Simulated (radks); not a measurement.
The numbers below are computed, except where a source is named.
Initial-state core-level shifts of the rhenium ion Re2+ when its valence configuration changes from [Xe] 4f14 5d5. Code: a radial shooting solver on a logarithmic mesh with Libxc functionals. Model: scalar-relativistic Kohn-Sham, LDA (Slater exchange, Perdew-Wang correlation), spin-polarised, spherical densities, finite nucleus; open shells are filled with parallel spins first (spin-orbit coupling, left out, can overturn this in heavy ions); Fermi nuclear charge, rms radius 5.3698 fm. Shifts are changes of the shell-averaged eigenvalues in eV (positive: less bound); the change of the density at the nucleus, which sets a Mossbauer isomer shift, is in e/bohr^3, on a base of 1.642e+06.

valence,1s,2p,3s,4d,density at nucleus
4f13 5d5 6s1,-13.790,-14.699,-16.329,-14.086,+243.6
4f14 5d4 6p1,-4.778,-4.895,-4.845,-4.837,+8.6
4f13 5d4 6s1 6p1,-18.929,-19.977,-21.536,-19.258,+265.8
4f14 5d3 6p2,-9.691,-9.944,-9.823,-9.796,+19.5
4f13.5 5d4 6s1 6p0.5,-10.981,-11.561,-12.295,-11.205,+203.9
4f14 5d4 6s1,-3.280,-3.417,-3.358,-3.348,+145.2
4f12 5d5 6p2,-31.549,-33.422,-36.831,-31.916,+210.0
4f13 5d5 6p1,-15.289,-16.177,-17.818,-15.577,+100.3
4f13.5 5d3.5 6s1 6p1,-13.521,-14.171,-14.868,-13.762,+215.2
